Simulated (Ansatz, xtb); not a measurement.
Two isomers of C6H3FSe

We compare X, `C#Cc1c[se]cc1F`, a singlet, with Y, `C#Cc1[se]ccc1F`, a singlet. Both are isolated molecules in the gas phase, relaxed with r2SCAN-D4/def2-SVP.

Energies in hartree; the thermal terms are from GFN2-xTB frequencies at re-optimised GFN2-xTB minima (ideal gas, soft modes damped towards free rotors, one conformer each, 298.15 K, 1 atm) and include the zero-point energy:

|  | X | Y |
| --- | --- | --- |
| E, CCSD(T)/def2-SVP | −2728.833969 | −2728.835319 |
| E, MP2/def2-SVP | −2728.761777 | −2728.763668 |
| E, MP2/def2-TZVPP | −2729.700207 | −2729.702129 |
| zero-point energy | 0.063923 | 0.063988 |
| H(298 K) − E | 0.072550 | 0.072673 |
| G(298 K) − E | 0.030851 | 0.030883 |

Correct the CCSD(T) difference for the basis set by the MP2 change, then work out ΔE, ΔE₀, ΔH and ΔG for X → Y in kJ/mol (1 Eh = 2625.50 kJ/mol) and the equilibrium ratio [Y]/[X].

1. Differences Y − X: CCSD(T) −0.001350, MP2 in the small set −0.001891, MP2 in the large set −0.001922 Eh.
2. ΔE = −0.001350 + (−0.001922 − (−0.001891)) = −0.001381 Eh = −3.63 kJ/mol.
3. ΔE₀ = ΔE + ΔZPE = −0.001381 + (+0.000065) Eh = −3.46 kJ/mol.
4. ΔH = ΔE + (+0.000123) Eh = −3.30 kJ/mol.
5. ΔG = ΔE + (+0.000032) Eh = −3.54 kJ/mol, so ΔS = (ΔH − ΔG)/T = +0.8 J/(mol K).
6. kT = 0.9442 mEh, so K = [Y]/[X] = exp(−ΔG/kT) = exp(+1.43) ≈ 4.2.

The two are too close for this level to say which is favoured. An error of 4 kJ/mol in ΔG would change K by a factor of 5. Mirror images and further conformers aren't counted.

As drawn, both hold the same kinds of bond in the same numbers.

Other levels gave ΔE = −0.9 (GFN2-xTB); −5.4 (HF/STO-3G, GFN2-xTB geometries); −9.5 (r2SCAN-D4/def2-SVP//GFN2-xTB); −9.2 (r2SCAN-D4/def2-SVP); −2.1 (HF/def2-SVP); −5.0 (MP2/def2-SVP); −3.5 (CCSD(T)/def2-SVP) kJ/mol. The correlated steps freeze 16 core orbitals; the filled d shell of Se is correlated, in a basis made for valence electrons. Programs: Ansatz 0.2.0, xtb 6.7.1.
